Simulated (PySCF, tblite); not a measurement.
Isomers of C9H11N. Calculated harmonic vibrations of the isolated species, GFN2-xTB (tblite), most abundant isotopes, no scaling. Errors from tens to a few hundred cm⁻¹ against measured bands are possible. One conformer each.

Electronic energies: PBE0/pcSseg-1 single points on the GFN2-xTB geometries (PySCF, gas phase).

```
             SMILES  electronic energy, lowest = 0 (kJ/mol)
  C(=C1CCC1)n1cccc1                                    73.1
    CCC1=CCCC=C1C#N                                    26.0
C#C[C@H](C)c1cccn1C                                   139.0
   c1ccc(NC2CC2)cc1                                     0.0
C/N=C\C1=CC=CC12CC2                                   144.0
```

Q: How do GFN2-xTB zero-point energies change the relative energies?

A: 
```csv
SMILES,ZPE (kJ/mol),of it from modes above 1550 cm⁻¹,electronic (kJ/mol),"with ZPE, lowest = 0 (kJ/mol)",lowest mode (cm⁻¹),rings
c1ccc(NC2CC2)cc1,458.8,223.7,0.0,0.0,38,2
CCC1=CCCC=C1C#N,457.0,231.5,26.0,24.3,65,1
C(=C1CCC1)n1cccc1,460.6,221.4,73.1,74.9,33,2
C#C[C@H](C)c1cccn1C,452.5,225.5,139.0,132.7,52,1
C/N=C\C1=CC=CC12CC2,454.4,220.9,144.0,139.6,44,2
```

The zero-point energies span 8.1 kJ/mol, from `C#C[C@H](C)c1cccn1C` to `C(=C1CCC1)n1cccc1`. The order is unchanged.

Q: And how do the electronic energies of GFN2-xTB itself compare?

A: `c1ccc(NC2CC2)cc1` 5.3; `CCC1=CCCC=C1C#N` 77.7; `C(=C1CCC1)n1cccc1` 0.0; `C#C[C@H](C)c1cccn1C` 86.2; `C/N=C\C1=CC=CC12CC2` 112.6 kJ/mol, lowest = 0. Against the energies above, taken from the same isomer `c1ccc(NC2CC2)cc1`, the largest difference is 78.4 kJ/mol.

Q: What do entropy and thermal enthalpy add at 298.15 K and 1 bar (rigid rotor, harmonic oscillator, one conformer each)?

A: 
```tsv
SMILES	point group	symmetry number	S (J/(mol K))	H − H(0) (kJ/mol)	ZPE + H − H(0) − TS (kJ/mol)
c1ccc(NC2CC2)cc1	C1	1	395.4	26.27	367.2
CCC1=CCCC=C1C#N	C1	1	409.1	28.92	364.0
C(=C1CCC1)n1cccc1	Cs	1	394.7	25.92	368.9
C#C[C@H](C)c1cccn1C	C1	1	416.5	30.17	358.5
C/N=C\C1=CC=CC12CC2	C1	1	398.1	27.29	363.0
```
